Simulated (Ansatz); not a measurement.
Here is a job for Ansatz (a first-principles code).
Ansatz 0.2 input:
```yaml
crystal:
  periodic: [false, false, false]
  atoms:
    - {symbol: F, position_ang: [-0.00000000, -0.00000000, -0.09325170]}
    - {symbol: H, position_ang: [0.00000000, 0.00000000, 0.83926531]}
basis:
  gaussian:
    orbitals: def2-TZVP
magnetization: {spin_polarized: false}
correlation: {method: ccsd}
accuracy: high
```

Predict the coupled-cluster correlation energy (without the perturbative part) from CCSD/def2-TZVP (Ansatz).

-0.2705 Eh

Give the MP2 correlation energy at the level CCSD/def2-TZVP.

-0.2678 Eh

What total energy does CCSD/def2-TZVP give?

-100.3329 Eh

Predict the T1 diagnostic from CCSD/def2-TZVP.

0.008
